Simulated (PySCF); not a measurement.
Reproducing measurements on BrCl

**The experiment to reproduce.**

NIST CCCBDB Release 22 (SRD 101), experimental dipoles lists, for the gas: dipole moment (microwave Stark effect, vibrational ground state) 0.519 ± 0.004 D.

From Liu, Meijer, Perez-Rios, Phys. Chem. Chem. Phys. 22 (2020) 24191, for the gas: dipole moment 0.519 D.

The results are set against them at the end.

Compound: BrCl.
Atom-mapped SMILES: `[Cl:1][Br:2]`

Geometry (PBE/def2-TZVP, Å), atoms numbered from 1 in this order:
```xyz
2
BrCl angstrom
Cl     1.0838   -0.0102   -0.0031
Br    -1.0775    0.0008   -0.0163
```

The PySCF runs (gas phase, on this PBE/def2-TZVP geometry; no spin–orbit coupling):

```
                      level                                          job  basis functions  wall time
PBE/def2-TZVP, grid level 1  geometry optimisation from a GFN2-xTB start               85      7.4 s
```

Hardware: one thread of an Intel Xeon Platinum 8488C, no GPU (shared host).

**Comparison with experiment**

**Dipole moment.** Measured: 0.519 D (NIST CCCBDB Release 22 (SRD 101), experimental dipoles) and 0.519 D (Liu, Meijer, Perez-Rios, Phys. Chem. Chem. Phys. 22 (2020) 24191). Differences are taken against the first.

| level | computed (D) | computed − measured (D) | % (from the printed values) |
| --- | --- | --- | --- |
| PBE/def2-TZVP | 0.452 | -0.067 | -13 |

The computed dipoles belong to one fixed geometry; measured ones are averaged over vibrations unless marked μe. Magnitudes are compared, not signs.

No measured geometry was used, and the causes of the misses weren't examined.
